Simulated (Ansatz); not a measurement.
```yaml
crystal:
  periodic: [false, false, false]
  atoms:
    - {symbol: Li, position_ang: [0.437522, 0.714405, -3.353968]}
    - {symbol: F, position_ang: [1.775894, -0.007771, -2.405720]}
    - {symbol: Li, position_ang: [0.856821, -1.554927, -2.639375]}
    - {symbol: F, position_ang: [-0.525702, -0.820896, -3.494270]}
    - {symbol: Li, position_ang: [-1.674626, 0.031029, -2.408871]}
    - {symbol: F, position_ang: [-0.888084, 1.652492, -2.622867]}
    - {symbol: Li, position_ang: [-0.431908, 2.386980, -1.115504]}
    - {symbol: F, position_ang: [1.237423, 2.182135, -0.455379]}
    - {symbol: Li, position_ang: [1.985754, 0.575687, -0.722994]}
    - {symbol: F, position_ang: [1.948998, -0.549459, 0.729461]}
    - {symbol: Li, position_ang: [1.117603, -2.117633, 0.433709]}
    - {symbol: F, position_ang: [0.493072, -2.458412, -1.205974]}
    - {symbol: Li, position_ang: [-1.112934, -2.118533, -0.439735]}
    - {symbol: F, position_ang: [-1.947693, -0.551298, -0.731007]}
    - {symbol: F, position_ang: [-0.487761, -2.462903, 1.198944]}
    - {symbol: Li, position_ang: [-1.987049, 0.569601, 0.724682]}
    - {symbol: F, position_ang: [-1.242317, 2.178488, 0.461663]}
    - {symbol: Li, position_ang: [0.426612, 2.384806, 1.122339]}
    - {symbol: F, position_ang: [0.884535, 1.646899, 2.627501]}
    - {symbol: Li, position_ang: [1.674553, 0.027715, 2.408858]}
    - {symbol: Li, position_ang: [-0.853460, -1.564214, 2.634857]}
    - {symbol: F, position_ang: [-1.775804, -0.018335, 2.405673]}
    - {symbol: Li, position_ang: [-0.438953, 0.703892, 3.356092]}
    - {symbol: F, position_ang: [0.527492, -0.829730, 3.491905]}
basis:
  gaussian: {orbitals: def2-TZVP}
magnetization: {spin_polarized: true, initial_magnetization: 2}
hamiltonian: {xc: pbe0, dispersion: d4}
scf: {omitted_lower_state_checks: [starts]}
output: {orbitals: {seedname: orbitals}}
```

```sh
$ ansatz run in.yaml --threads 4 --pin off --events-out ev --progress --plain --max-ram 6963MiB
```

(1) Does this run fit into the memory that it is given?

## Answers

(1) No. It has 540 basis functions, and Ansatz plans for 10 GiB where 7 GiB are given.
